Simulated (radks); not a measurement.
Results of a calculation; reference values are marked as such.
Species: Pd+. Configuration: [Kr] 4d9 (the NIST ground configuration).

Level of theory: scalar-relativistic Kohn-Sham, BLYP, spin-polarised, spherical densities, point nucleus; open shells are filled with parallel spins first (spin-orbit coupling, left out, can overturn this in heavy ions) (a radial shooting solver on a logarithmic mesh with Libxc functionals).

Energy parts (Ry):
part                        energy
total                 -10092.26442
kinetic                10468.82128
electron-nucleus      -24349.46642
Hartree                 4076.64723
exchange-correlation    -288.26651

Orbitals (lengths in bohr, moments of r in powers of bohr; <r^-3> diverges for s and p1/2):
| orbital | occ. | eigenvalue (Ry) | <r^-3> | <1/r> |
|---|---|---|---|---|
| 1s up | 1 | -1777.339 | - | 48.24 |
| 1s down | 1 | -1777.339 | - | 48.24 |
| 2s up | 1 | -260.2143 | - | 10.94 |
| 2s down | 1 | -260.2023 | - | 10.94 |
| 2p up | 3 | -233.4036 | 3506 | 10.58 |
| 2p down | 3 | -233.3945 | 3506 | 10.58 |
| 3s up | 1 | -47.57908 | - | 3.826 |
| 3s down | 1 | -47.57296 | - | 3.826 |
| 3p up | 3 | -38.76987 | 618.3 | 3.645 |
| 3p down | 3 | -38.76291 | 618.2 | 3.645 |
| 3d up | 5 | -24.77229 | 84.15 | 3.419 |
| 3d down | 5 | -24.76149 | 84.14 | 3.419 |
| 4s up | 1 | -7.12683 | - | 1.458 |
| 4s down | 1 | -7.07710 | - | 1.459 |
| 4p up | 3 | -4.61065 | 99.78 | 1.305 |
| 4p down | 3 | -4.55921 | 99.97 | 1.305 |
| 4d up | 5 | -1.09239 | 7.473 | 0.9304 |
| 4d down | 4 | -1.04535 | 7.404 | 0.9253 |

The highest occupied level is 4d down at -14.223 eV. The density falls to 0.001 e/bohr^3 at r = 3.69 bohr. For comparison, the ionisation energy in NIST's Atomic Spectra Database is 19.4 eV (semi-empirical). In exact Kohn-Sham theory the highest level is minus the ionisation energy, but local and semilocal functionals leave it too shallow, through self-interaction and a potential that decays too fast; potentials with the right tail come closer. Spin moment in Bohr magnetons: 1. Summed over all electrons, <r^2> = 36.27 bohr^2, which gives a Langevin (diamagnetic) susceptibility term of -28.7 x 10^-6 cm^3/mol.
